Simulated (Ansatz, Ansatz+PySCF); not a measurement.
```yaml
atoms:
  - { symbol: B, position_ang: [0.0000, 0.0000, 0.0000] }
  - { symbol: O, position_ang: [0.0000, 0.0000, 1.2050] }
```

Basis set: def2-SVP (spherical functions). Frozen core: 2 orbitals. Correlation on ROHF uses semicanonical orbitals with singles. Charge 0, multiplicity 2.

Computed with Ansatz (development build ahead of 0.2.0); each method stands on the lowest determinant of its kind that the runs found.

(1) Give the atomization energy at this shape (free ground-state atoms in the same class of orbitals less the molecule, no zero-point energy) of doublet BO by ROHF-CCSD(T), ROHF-MP2, UHF-MP2, ROHF, UHF.

## Answers

(1)

```
      method  atomization energy
ROHF-CCSD(T)        786.4 kJ/mol
    ROHF-MP2        851.8 kJ/mol
     UHF-MP2        849.0 kJ/mol
        ROHF        591.2 kJ/mol
         UHF        579.8 kJ/mol
```
